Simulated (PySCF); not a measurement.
H₅OSi₂, SMILES [SiH2]O[SiH3] (connectivity only; charge and spin as stated), charge +1, multiplicity 1.

Coordinates come from a B3LYP-D3(BJ)/def2-TZVP optimisation. The multiplicity is an assumed one; other spin states were not compared. The isomer is the one that the SMILES or the coordinates give; other isomers of the formula were not compared.

The numbers are results of r2SCAN/def2-TZVPD in PySCF, not measurements.

The molecule is in vacuum.

```
Property                                                           Value
------------------------------------------------  ----------------------
total energy                                          -656.93057 hartree
highest occupied level                                         -13.09 eV
lowest empty level                                              -8.94 eV
orbital gap                                                      4.15 eV
dipole moment about the centre of nuclear charge                  4.07 D
mean static polarisability                          49.4 bohr³ (7.31 Å³)
polarisability, principal values                  41.0, 45.7, 61.4 bohr³
```
